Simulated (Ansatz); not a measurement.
Basis-set extrapolation for C$_{2}$H$_{7}$ClSi$_{2}$ (`C=C(Cl)[SiH2][SiH3]`) (PBE0-D4/def2-TZVP geometry, frozen core, the Gaussian-basis code of Ansatz). Multiplicity 1, RHF reference.

```csv
,def2-TZVPP,def2-QZVPP
HF,-1117.210421,-1117.244415
MP2 correlation,-0.763154,-0.821699
CCSD(T) correlation,-0.869482,not run
```

Energies in hartree. Use E(X) = E(∞) + A·exp(−7.88·√X) for Hartree–Fock and E(X) = E(∞) + B·X^(−2.97) for correlation, with X = 3 and 4, and add CCSD(T) minus MP2 of the smaller set to the MP2 limit.

What is the CCSD(T) energy at the basis-set limit?

HF limit: -1117.244415 + (-0.033994) × 0.13774 = -1117.24910. MP2 limit: -0.821699 + (-0.058545) × 0.74074 = -0.86507. Higher-order term: -0.869482 − (-0.763154) = -0.10633. Total: -1118.22050 hartree, 3.83 eV below CCSD(T)/def2-TZVPP.
